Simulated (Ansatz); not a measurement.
Isolated molecules relaxed with PBE0-D4/def2-TZVP in Ansatz; ΔE leaves out vibrations. CCSD(T)/CBS adds triple-zeta CCSD(T) − MP2 to the extrapolated MP2 energy (def2 sets, frozen cores). This one scheme is used for every species. Functionals use def2-TZVPP. HSE06 is defined as in plane-wave codes. For Ge outer-core shells are correlated without core-valence functions, which leaves a few kJ/mol of doubt a bond. Scalar relativity is left out up to krypton. One conformer a species, not always the lowest.

Consider the germylene formation by 1,1-elimination: `[SH][GeH]([Cl])[Cl]` → HCl + `[SH][Ge][Cl]`.

`[SH][GeH]([Cl])[Cl]`:

Z-matrix (Å, degrees):
```
Ge
Cl 1 2.133
Cl 1 2.142 2 108.7
S 1 2.198 2 105.5 3 -118.9
H 1 1.530 2 109.4 3 116.7
H 4 1.345 1 92.7 2 177.5
```

HCl:

```xyz
2

Cl   -0.034    0.570   -0.287
H     0.034   -0.570    0.287
```

`[SH][Ge][Cl]`:

Cartesian coordinates in Å:
```
S -0.338 0.688 -1.247
Ge 1.376 0.086 0.061
Cl 0.262 -0.932 1.659
H -1.300 0.158 -0.473
```

```
       level  ΔE (kJ/mol)
       HSE06        114.2
HF/CBS(def2)        121.0
```

Question: What does CCSD(T)/CBS give? (Estimate.)

Answer: Ansatz gave: +113.5 kJ/mol. The listed levels differ from it by 0.7, 7.5 kJ/mol.

Largest T1 diagnostic among the species: 0.014.

Leaving LDA and LC-ωPBE aside and taking each functional with its dispersion term where it has one, the values, not all of them listed here, spread over 64.1 kJ/mol, from BLYP-D4 to PBE-QIDH. LDA lies +31.5 kJ/mol from PBE without D4. In def2-TZVPP, CCSD(T) changes the Hartree–Fock value by +3.1 kJ/mol (the triples alone add −0.4 kJ/mol) and MP2 by +16.6 kJ/mol. At CCSD(T), def2-SVP lies +3.2 kJ/mol from the extrapolated value and def2-TZVPP +11.9 kJ/mol.
